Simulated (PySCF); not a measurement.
Computed IR spectrum (relative IR intensity) of a molecule C3H3ClF2. Coordinates come from a PBE-D3(BJ)/def2-SVP optimisation. One conformer was computed; it need not be the lowest. Method: PBE-D3(BJ)/def2-SVP in PySCF. Frequencies are harmonic and unscaled.

Lines under 2 % of the strongest are left out, and lines within 2 cm⁻¹ are merged.

ν (cm⁻¹): 495 (w), 644 (w), 918 (w), 1025 (m), 1192 (vs), 1271 (m), 1356 (w), 1392 (w), 2969 (w), 3040 (vw) (against the strongest line: vs over 80 %, s over 45 %, m over 15 %, w over 4 %, vw less)

Question: Identify the compound among the candidates.
A. C/C(F)=C(\F)Cl
B. F[C@@H]1[C@H](F)[C@H]1Cl
C. FC(F)/C=C/Cl
D. F[C@@H]1C[C@@]1(F)Cl

Answer: A, C/C(F)=C(\F)Cl
